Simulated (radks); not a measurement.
The numbers below are computed, except where a source is named.
Isoelectronic series with 10 electrons, each ion in its NIST ground configuration. Level of theory: Dirac Kohn-Sham, PBEsol, spin-unpolarised, spherical densities, finite nucleus; Fermi nuclear charge, rms radius of each element as measured or else 0.836 A^(1/3) + 0.57 fm (a radial shooting solver on a logarithmic mesh with Libxc functionals). Total energies (hartree) and orbital eigenvalues (hartree):

ion,configuration,E (hartree),2p3/2,2p1/2
Ne,[Ne],-128.67182,-0.48638,-0.49017
Mg2+,[Ne],-199.00485,-2.44288,-2.45355
Al3+,[Ne],-240.24600,-3.81505,-3.83146
Si4+,[Ne],-285.53650,-5.44314,-5.46731
P5+,[Ne],-334.88014,-7.32521,-7.35960
S6+,[Ne],-388.28240,-9.46013,-9.50768
Cl7+,[Ne],-445.75001,-11.84722,-11.91139
Ar8+,[Ne],-507.29072,-14.48604,-14.57083
K9+,[Ne],-572.91316,-17.37630,-17.48634
Ca10+,[Ne],-642.62671,-20.51782,-20.65838
Sc11+,[Ne],-716.44153,-23.91051,-24.08756
